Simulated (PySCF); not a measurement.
Structure elucidation problem

The spectra below were simulated for a compound C4H10OSi.

$^{1}$H NMR (300 MHz, computed): δ 6.01 (m, 1H), 5.27 (m, 1H), 5.24 (m, 1H), 4.73 (m, 1H), 4.53 (m, 1H), 1.93 (m, 1H), 1.75 (br s, 1H), 1.14 (d, 3H).

$^{13}$C{$^{1}$H} NMR (computed): δ 152.3 (CH), 117.0 (CH2), 33.6 (CH), 14.3 (CH3).

One averaged value for each set of equivalent atoms, relativity neglected, in vacuum, one conformer. Shielding tensors at PBE0/pcSseg-1 (GIAO); structure optimised with GFN2-xTB; PySCF 2.14.

Referencing at the same level of theory: $^{1}$H (31.72 ppm) and $^{13}$C (186.93 ppm) against TMS.

Which candidate is it?
A. C1C[SiH2]CCO1
B. C=CC[SiH2]OC
C. C=C[C@@H](C)[SiH2]O

## Answers

C. 

- Rings plus π bonds: 1 (no ring in the answer).
- 4 carbon signals for 4 carbons: no two carbons are equivalent.
- Carbon types of the structure: 2 × CH, 1 × CH2, 1 × CH3, leaving 3 H on heteroatoms.
- δC 152.3: alkene CH; the olefinic region.
- δC 117.0: terminal =CH2 carbon; the olefinic region.
- δC 14.3: methyl carbon; aliphatic region, no heteroatom directly attached.
- δH 6.01: hydrogen on an alkene CH; a vinylic proton, deshielded by the sp2 carbon and the C=C anisotropy.
- δH 1.93: hydrogen on an allylic sp3 CH bonded to Si; allylic position.

The others: C1C[SiH2]CCO1 would give 2 carbon signals, not 4; C=CC[SiH2]OC would give 6 signals for carbon-bound and other non-exchanging H, not 7.

Exchangeable OH/NH protons stand at their gas-phase positions; hydrogen bonding in a real sample shifts them, mostly to higher δ. Shifts are as computed. Against solution values, carbons near 30 ppm lie about +3 ppm off and those near 130 ppm about +5 ppm. Of 1211 compounds with measured shifts, 218 miss one by over three times the rms of a fit or turn the order of signals round; such compounds aren't used in these exercises. Multiplicities follow the n + 1 count of equivalent neighbours, as no J values were calculated; m marks all less simple cases, F and P coupling included.
